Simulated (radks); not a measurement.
Results of a calculation; reference values are marked as such.
Effect of the nuclear size on neutral xenon, [Xe]. Level of theory: Dirac Kohn-Sham, exchange-only LDA, spin-unpolarised, spherical densities, finite nucleus; Fermi nuclear charge, rms radius 4.7859 fm (a radial shooting solver on a logarithmic mesh with Libxc functionals). The rms radius is varied about that value; shifts are against it.

rms radius (fm)  total energy shift (eV)  density at nucleus (e/bohr^3)  1s1/2 shift (meV)  2s1/2 shift (meV)  4p1/2 shift (meV)  5s1/2 shift (meV)  5p1/2 shift (meV)  5p3/2 shift (meV)
3.9197                             -2.20                      2.803e+05               -920               -109              0.315             -0.630              0.048              0.054
4.36                               -1.13                       2.75e+05               -471              -55.7              0.161             -0.323              0.025              0.028
4.7859                                 0                      2.705e+05              0.000              0.000              0.000              0.000              0.000              0.000
5.2501                              1.33                       2.66e+05                554               65.5             -0.190              0.380             -0.029             -0.033
5.7527                              2.88                      2.617e+05               1200                142             -0.411              0.823             -0.063             -0.071

Slopes of the eigenvalues against <r^2> in GHz/fm^2, as finite differences over the two radii next to the reference (eigenvalue slopes, not the field-shift constants of lines): 1s1/2 29000, 2s1/2 3430, 4p1/2 -9.93, 5s1/2 19.8, 5p1/2 -1.52, 5p3/2 -1.72.
